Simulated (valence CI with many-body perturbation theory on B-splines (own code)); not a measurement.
**E1 transitions of Sc IX**

Calculated by relativistic CI+MBPT: three valence electrons over a frozen Dirac-Fock core [Ne], radial functions for each j: 11 s, 11 p, 10 d, 8 f, 5 g, 2 h, with the one-electron correlation potential Σ1 (screened to all orders), the two-electron term Σ2, the three-electron term Σ3, Breit, model QED; selected single and double excitations, second order for the rest, scaled by the run's own slope (own B-spline code, finite nucleus).

No measured levels were compared; by estimate levels of excited configurations hold to 0.05 to 0.15 % of their energy, terms of the ground configuration to about 0.5 %.

Lines 201 to 250 of 578 in falling wavelength, among levels below 1031500 cm⁻¹, chosen from the strongest by gf and those to the six lowest levels. Wavelengths and rates use the calculated energies, so an error of 200 cm⁻¹ moves a line at 43.26 nm by 0.087 % and its rate by three times that or more. Electric multipoles are in the length gauge, E1 and E2 with the static RPA response of the core. Weak lines are less certain than strong ones. Lines between different terms over intervals too small for the method are left out, as are lines whose strength nearly cancels. Where a level lies close to another of its J and parity, the split of strength between their lines is uncertain. The highest levels of a list are the least certain.

Names give the largest LS component (configuration and term), which can be under half, so a name can repeat, a term be missing and a line seem to break the LS rules; names also repeat where a configuration has a term twice. Letters in brackets count levels of one name in rising energy.

```
λ vac (nm)                 Upper                 Lower   A (s⁻¹)  S (a.u.) with core polarisation  S without
     43.26         3p2.3d 4D_5/2      3s.3p.3d 4F°_5/2  1.67e+09                         4.01e-01   4.18e-01
     43.24         3p2.3d 4P_3/2      3s.3p.3d 4D°_1/2  1.84e+09                         2.94e-01   3.06e-01
     43.03         3p2.3d 4P_3/2      3s.3p.3d 4P°_3/2  2.14e+09                         3.36e-01   3.51e-01
     42.95         3p2.3d 4P_5/2      3s.3p.3d 4P°_5/2  2.71e+09                         6.35e-01   6.63e-01
     42.75     3p2.3d 2F_5/2 [b]  3s.3p.3d 2F°_5/2 [a]  4.42e+09                         1.02e+00   1.06e+00
     42.70    3p.3d2 2F°_5/2 [a]     3p2.3d 2D_3/2 [a]  2.70e+09                         6.24e-01   6.49e-01
     42.65           3p3 4S°_3/2         3s.3p2 4P_5/2  9.64e+09                         1.48e+00   1.54e+00
     42.58         3s.3p2 2S_1/2        3s2.3p 2P°_3/2  2.82e+09                         2.15e-01   2.24e-01
     42.54         3s.3d2 2D_5/2  3s.3p.3d 2P°_3/2 [b]  4.24e+09                         9.66e-01   1.00e+00
     42.47         3s.3d2 2D_3/2  3s.3p.3d 2P°_1/2 [b]  3.40e+09                         5.14e-01   5.34e-01
     42.19   3s.3p.4p 2D_5/2 [b]        3s2.4p 2P°_3/2  1.48e+10                         3.28e+00   3.41e+00
     42.11   3s.3p.4p 2P_1/2 [b]        3s2.4p 2P°_1/2  1.47e+10                         1.08e+00   1.12e+00
     42.11   3s.3p.4p 2P_3/2 [b]        3s2.4p 2P°_3/2  1.41e+10                         2.08e+00   2.17e+00
     42.10   3s.3p.4p 2D_3/2 [b]        3s2.4p 2P°_1/2  1.46e+10                         2.16e+00   2.24e+00
     42.09           3p3 4S°_3/2         3s.3p2 4P_3/2  6.70e+09                         9.86e-01   1.03e+00
     42.03    3p.3d2 2F°_7/2 [a]     3p2.3d 2D_5/2 [a]  3.75e+09                         1.10e+00   1.14e+00
     41.98   3s.3p.4p 2S_1/2 [b]        3s2.4p 2P°_3/2  2.13e+10                         1.55e+00   1.59e+00
     41.78    3p.3d2 2D°_3/2 [a]     3p2.3d 2D_3/2 [a]  2.74e+09                         3.95e-01   4.11e-01
     41.71           3p3 4S°_3/2         3s.3p2 4P_1/2  3.45e+09                         4.94e-01   5.16e-01
     41.66  3s.3p.4s 2P°_1/2 [b]         3s2.4s 2S_1/2  1.50e+10                         1.07e+00   1.12e+00
     41.61  3s.3p.4s 2P°_3/2 [b]         3s2.4s 2S_1/2  1.49e+10                         2.12e+00   2.20e+00
     41.56         3s.3p2 2S_1/2        3s2.3p 2P°_1/2  5.37e+09                         3.81e-01   3.97e-01
     41.43     3p2.3d 2P_3/2 [b]  3s.3p.3d 2D°_5/2 [a]  2.09e+09                         2.93e-01   3.04e-01
     41.41    3p.3d2 2D°_5/2 [a]     3p2.3d 2D_5/2 [a]  2.02e+09                         4.24e-01   4.41e-01
     41.06  3s.3p.3d 2P°_1/2 [b]         3s2.3d 2D_3/2  1.58e+10                         1.08e+00   1.13e+00
     41.05  3s.3p.3d 2P°_3/2 [b]         3s2.3d 2D_5/2  1.56e+10                         2.12e+00   2.21e+00
     40.75     3p2.3d 2D_3/2 [b]  3s.3p.3d 2D°_3/2 [a]  2.94e+09                         3.92e-01   4.08e-01
     40.41  3s.3p.3d 2D°_3/2 [b]         3s2.3d 2D_3/2  1.13e+10                         1.47e+00   1.54e+00
     40.35  3s.3p.3d 2D°_5/2 [b]         3s2.3d 2D_5/2  1.05e+10                         2.03e+00   2.12e+00
     40.24         3s.3d2 2G_7/2  3s.3p.3d 2F°_5/2 [b]  1.78e+10                         4.58e+00   4.76e+00
     40.20     3p2.3d 2D_5/2 [b]  3s.3p.3d 2D°_5/2 [a]  2.93e+09                         5.63e-01   5.86e-01
     40.12    3p.3d2 4D°_7/2 [a]         3p2.3d 4P_5/2  1.20e+09                         3.06e-01   3.18e-01
     40.05         3s.3d2 2G_9/2  3s.3p.3d 2F°_7/2 [b]  1.88e+10                         5.95e+00   6.17e+00
     39.95         3s.3p2 2P_1/2        3s2.3p 2P°_3/2  9.69e+09                         6.10e-01   6.36e-01
     39.85         3s.3d2 2D_3/2  3s.3p.3d 2F°_5/2 [b]  3.92e+09                         4.90e-01   5.08e-01
     39.71    3p.3d2 2F°_5/2 [c]     3p2.3d 2D_3/2 [c]  1.78e+10                         3.30e+00   3.42e+00
     39.67         3s.3d2 2D_5/2  3s.3p.3d 2F°_7/2 [b]  3.43e+09                         6.34e-01   6.57e-01
     39.65    3p.3d2 2F°_7/2 [c]     3p2.3d 2D_5/2 [c]  1.62e+10                         3.99e+00   4.14e+00
     39.47         3s.3d2 2D_3/2  3s.3p.3d 2P°_1/2 [a]  3.28e+09                         3.98e-01   4.12e-01
     39.46    3p.3d2 2F°_5/2 [a]         3p2.3d 2G_7/2  2.38e+09                         4.33e-01   4.50e-01
     39.42         3s.3p2 2P_3/2        3s2.3p 2P°_3/2  1.87e+10                         2.26e+00   2.35e+00
     39.19     3p2.3d 2F_5/2 [a]           3p3 2D°_3/2  1.47e+09                         2.61e-01   2.71e-01
     39.17         3s.3d2 2D_5/2  3s.3p.3d 2P°_3/2 [a]  4.01e+09                         7.13e-01   7.39e-01
     39.16    3p.3d2 2F°_7/2 [a]         3p2.3d 2G_9/2  2.68e+09                         6.35e-01   6.59e-01
     39.13    3p.3d2 2P°_3/2 [a]         3p2.3d 2S_1/2  3.15e+09                         3.73e-01   3.87e-01
     39.05         3s.3p2 2P_1/2        3s2.3p 2P°_1/2  1.21e+10                         7.12e-01   7.43e-01
     38.99     3p2.3d 2F_5/2 [b]  3s.3p.3d 2D°_3/2 [a]  6.39e+09                         1.12e+00   1.17e+00
     38.94     3p2.3d 2F_7/2 [a]           3p3 2D°_5/2  1.79e+09                         4.16e-01   4.32e-01
     38.84    3p.3d2 2G°_7/2 [b]     3p2.3d 2D_5/2 [c]  2.60e+09                         6.02e-01   6.24e-01
     38.81    3p.3d2 2P°_1/2 [a]         3p2.3d 2S_1/2  6.10e+09                         3.52e-01   3.65e-01
```
